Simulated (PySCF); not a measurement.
Ga(AsH2)(H)2 (AsGaH₄), SMILES [GaH2][AsH2]. Coordinates come from a PBE0-D3(BJ)/def2-TZVP optimisation.

The numbers are results of PBE0-D3(BJ)/def2-TZVP run with PySCF, not measurements.

Harmonic wavenumbers (cm⁻¹): 186, 259, 359, 425, 614, 623, 742, 984, 1958, 1968, 2213, 2227. Rotational constants (GHz): 60.45, 2.259, 2.218; symmetry number 1.

**Question.** Work out the zero-point energy and the ideal-gas rigid-rotor harmonic-oscillator thermochemistry at 298.15 K and 1 atm.

**Answer.** ZPE = ½ Σ hcν = ½ × 12558 cm⁻¹ = 17.95 kcal/mol. H − E(el) = 21.66 kcal/mol. Entropy in cal/(mol K): translation 40.90, rotation 24.48, vibration 7.14, total 72.52. G − E(el) = 0.04 kcal/mol. Cp = 17.70 cal/(mol K).
